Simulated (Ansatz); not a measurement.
`[F][SnH]([SH])[Cl]` → HCl + `[F][Sn][SH]` at 700 K and 1 bar (stannylene formation by 1,1-elimination).

Isolated molecules relaxed with PBE0-D4/def2-TZVP in Ansatz; ΔE leaves out vibrations. CCSD(T)/CBS adds triple-zeta CCSD(T) − MP2 to the extrapolated MP2 energy (def2 sets, frozen cores). This one scheme is used for every species. def2 core potentials past Kr. For Sn outer-core shells are correlated without core-valence functions, which leaves a few kJ/mol of doubt a bond. Each species was taken in one conformer, which may not be the lowest.

```tsv
species	CCSD(T)/CBS energy (Eh)	H − E (kJ/mol)	S (J/(mol·K))
`[F][SnH]([SH])[Cl]`	-1172.67563	113.9	451.2
HCl	-460.38127	38.4	211.8
`[F][Sn][SH]`	-712.27458	70.5	366.4
```

H − E and S are ideal-gas, rigid-rotor, harmonic terms from PBE0-D4/def2-TZVP, for one conformer and one mirror image of each species. 1 Eh = 2625.50 kJ/mol, R = 8.31446 J/(mol·K).

By hand: ΔE, ΔH, ΔS and ΔG.

ΔE = (-460.38127) + (-712.27458) − (-1172.67563) = 0.01978 Eh = 51.9 kJ/mol. Δ(H − E) = 38.4 + 70.5 − 113.9 = -5.0, so ΔH = 46.9 kJ/mol. ΔS = 211.8 + 366.4 − 451.2 = 127.0 J/(mol·K). ΔG = 46.9 − 700 × (127.0)/1000 = -42.0 kJ/mol.

By hand: the equilibrium constant, and the temperature at which ΔG would vanish if ΔH and ΔS stayed fixed.

log₁₀ K = −ΔG/(RT ln 10) = 3.1. ΔG = 0 at ΔH/ΔS = 369 K.

The number of gas molecules changes by +1, which sets the sign of ΔS. A doubt of 5 kJ/mol in ΔE shifts log₁₀ K by 0.4 here. Other conformers and mirror images would add mixing entropy, several J/(mol·K) or more a flexible species. These are equilibria of isolated gas molecules and say nothing of rates. Largest T1 diagnostic: 0.016 (customary marks: 0.02 for closed shells, 0.045 for open ones).
